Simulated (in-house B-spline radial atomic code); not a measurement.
Radial electron density of Cl4+, [Ne] 3s2 3p1. Method: scalar-relativistic (X2C) BP86, spin-polarised, spherical fractional occupations, Fermi nucleus of rms radius 3.3654 fm. Calculated with a B-spline radial code for spherical atoms.

Columns: r (bohr), 4πr²n(r) (electrons per bohr), bar.

```
 0.00342    0.481 #
 0.00409   0.6647 #
 0.00488   0.9111 ##
 0.00583    1.246 ###
 0.00697    1.695 ####
 0.00833     2.29 #####
 0.00995    3.064 #######
  0.0119    4.067 #########
  0.0142    5.314 ############
   0.017    6.874 ###############
  0.0203    8.706 ###################
  0.0242    10.78 ########################
  0.0289    13.04 #############################
  0.0346    15.35 ##################################
  0.0413    17.39 #######################################
  0.0493    18.93 ##########################################
   0.059    19.65 ############################################
  0.0704    19.36 ###########################################
  0.0841    18.09 ########################################
   0.101    16.11 ####################################
    0.12    14.27 ################################
   0.144    13.15 #############################
   0.171    13.43 ##############################
   0.205    15.13 ##################################
   0.245    17.44 #######################################
   0.292    19.06 ###########################################
   0.349    18.86 ##########################################
   0.417    16.36 #####################################
   0.499    12.18 ###########################
   0.596    7.834 ##################
   0.712    4.661 ##########
    0.85    3.182 #######
    1.02    2.891 ######
    1.21    2.846 ######
    1.45    2.395 #####
    1.73    1.575 ####
    2.07   0.7642 ##
    2.47   0.2688 #
    2.95  0.06476 
    3.53  0.01012 
    4.22 0.0009931 
    5.04 5.511e-05
```

On this grid the curve has 2 maxima, near 0.059, 0.292 bohr.

The 3p up radial function P(r) = rR(r), positive near the nucleus:

| r (bohr) | P |
| --- | --- |
| 0.00409 | 0.001014 |
| 0.00583 | 0.001991 |
| 0.00833 | 0.003915 |
| 0.0119 | 0.007652 |
| 0.017 | 0.0148 |
| 0.0242 | 0.02799 |
| 0.0346 | 0.0521 |
| 0.0493 | 0.09317 |
| 0.0704 | 0.1592 |
| 0.101 | 0.2549 |
| 0.144 | 0.3659 |
| 0.205 | 0.4524 |
| 0.292 | 0.4378 |
| 0.417 | 0.2335 |
| 0.596 | -0.1774 |
| 0.85 | -0.6492 |
| 1.21 | -0.9089 |
| 1.73 | -0.7487 |
| 2.47 | -0.3451 |
| 3.53 | -0.07613 |
| 5.04 | -0.006378 |
